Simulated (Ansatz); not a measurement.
Geometry optimisation, RKS B3LYP-D4/STO-3G in Ansatz.

input.yaml

```yaml
crystal:
  periodic: [false, false, false]
  atoms:
    - { symbol: O, position_ang: [-0.20471, 0.6699, -1.4666] }
    - { symbol: Si, position_ang: [0.15415, 0.53962, 0.07116] }
    - { symbol: O, position_ang: [1.53052, -0.20981, 0.31923] }
    - { symbol: O, position_ang: [-0.93583, -0.8872, 0.57103] }
    - { symbol: H, position_ang: [-0.83186, 1.22146, -1.92929] }
    - { symbol: H, position_ang: [-0.29672, 1.5034, 1.03338] }
    - { symbol: H, position_ang: [2.41431, 0.02365, 0.04262] }
    - { symbol: H, position_ang: [-1.0388, -1.5902, -0.09043] }
    - { symbol: H, position_ang: [-0.79104, -1.27081, 1.4489] }
total_charge: 1
basis:
  gaussian: { orbitals: STO-3G }
hamiltonian:
  xc: b3lyp
  dispersion: d4
relax:
  f_tol: 0.02
  max_steps: 40
scf:
  lower_state_search: "off"
```

Command:

```bash
$ ansatz run input.yaml --threads 1 --pin off --max-ram 2048MiB --backend cpu --events-out ev --progress --plain --runs-dir out
```

Where does it end, and by what steps?

The run converged. Limits of this set-up: minimal basis, the dipole of an ion depends on the origin. After 15 steps the energy has fallen by 0.775 eV; H7 moved furthest, 0.48 Å.

```json
{"step": "0", "energy less start (eV)": "0.0000", "largest force component (eV/Å)": "3.222", "accepted": "yes"}
{"step": "1", "energy less start (eV)": "-0.3157", "largest force component (eV/Å)": "1.486", "accepted": "yes"}
{"step": "2", "energy less start (eV)": "-0.4964", "largest force component (eV/Å)": "1.320", "accepted": "yes"}
{"step": "3", "energy less start (eV)": "-0.5985", "largest force component (eV/Å)": "1.835", "accepted": "yes"}
{"step": "4", "energy less start (eV)": "-0.6597", "largest force component (eV/Å)": "0.480", "accepted": "yes"}
{"step": "5", "energy less start (eV)": "-0.6491", "largest force component (eV/Å)": "1.191", "accepted": "no"}
{"step": "6", "energy less start (eV)": "-0.6873", "largest force component (eV/Å)": "0.164", "accepted": "yes"}
{"step": "7", "energy less start (eV)": "-0.7085", "largest force component (eV/Å)": "0.310", "accepted": "yes"}
{"step": "8", "energy less start (eV)": "-0.7168", "largest force component (eV/Å)": "1.255", "accepted": "yes"}
{"step": "9", "energy less start (eV)": "-0.7586", "largest force component (eV/Å)": "0.627", "accepted": "yes"}
{"step": "10", "energy less start (eV)": "-0.7041", "largest force component (eV/Å)": "1.008", "accepted": "no"}
{"step": "11", "energy less start (eV)": "-0.7734", "largest force component (eV/Å)": "0.105", "accepted": "yes"}
{"step": "12", "energy less start (eV)": "-0.7745", "largest force component (eV/Å)": "0.083", "accepted": "yes"}
{"step": "13", "energy less start (eV)": "-0.7741", "largest force component (eV/Å)": "0.222", "accepted": "no"}
{"step": "14", "energy less start (eV)": "-0.7751", "largest force component (eV/Å)": "0.034", "accepted": "yes"}
{"step": "15", "energy less start (eV)": "-0.7754", "largest force component (eV/Å)": "0.014", "accepted": "yes"}
```

```xyz
9
Properties=species:S:1:pos:R:3
O -0.140 0.505 -1.521
Si 0.134 0.621 0.123
O 1.637 0.103 0.617
O -0.889 -0.878 0.593
H -0.703 1.295 -1.829
H -0.450 1.613 1.002
H 2.127 -0.289 -0.187
H -1.144 -1.509 -0.158
H -0.571 -1.461 1.359
```

Whether the end is a true minimum wasn't checked by a vibrational analysis.

The run took 16 s on 1 thread of Arm Neoverse V2, on a shared host, peak memory 0.094 GiB.
